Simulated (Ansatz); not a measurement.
Ideal-gas functions of C2H4Cl2Sn (`C=[CH][SnH]([Cl])[Cl]`) at 800 K and 1 bar, from an Ansatz frequency run at PBE0-D4/def2-TZVP.

Molar mass 217.67 g/mol, point group C1 (symmetry number 1), electronic degeneracy 1, moments of inertia 253.395, 345.383, 485.72 u Å². Harmonic wavenumbers (cm⁻¹, unscaled): 60, 101, 110, 140, 292, 368, 376, 471, 541, 571, 591, 1003, 1011, 1029, 1266, 1433, 1664, 1976, 3133, 3172, 3220.

Use S(trans) = R[1.5 ln M + 2.5 ln T − 1.1517]; rotational temperatures θ = 24.2544 K / I; S(rot) = R[ln(√π/σ · √(T³/θAθBθC)) + 1.5]; for each mode x = 1.438777 ν̃/T, S = R[x/(eˣ − 1) − ln(1 − e⁻ˣ)] and H = RT x/(eˣ − 1); 1 cm⁻¹ = 0.0119627 kJ/mol; R = 8.31446 J/(mol·K).

Question: By hand: the entropy, in J/(mol·K).

Answer: Translation 196.5. Rotation: θ = 0.0957, 0.0702, 0.0499 K, giving 133.9. Vibration, mode by mode: 26.83, 22.51, 21.80, 19.80, 13.76, 11.90, 11.72, 9.94, 8.86, 8.45, 8.19, 4.45, 4.40, 4.29, 3.06, 2.42, 1.74, 1.11, 0.20, 0.19, 0.17, in all 185.8. Electronic 0.0. Sum 516.2 J/(mol·K).

Question: By hand: H − E and G − E in kJ/mol, counted from the electronic energy.

Answer: Zero-point energy ½ × 22528 × 0.0119627 = 134.7; thermal vibration 66.6; translation, rotation and pV give 4 RT = 26.6. H − E = 227.9 kJ/mol, and G − E = 227.9 − 800 × 516.2/1000 = -185.1 kJ/mol.

Vibration gives 36 % of the entropy, 90.9 J/(mol·K) of it from the modes under 150 cm⁻¹: soft modes count most, and the harmonic formula is weakest for them. The sum counts one conformer and one mirror image; others add a mixing term.
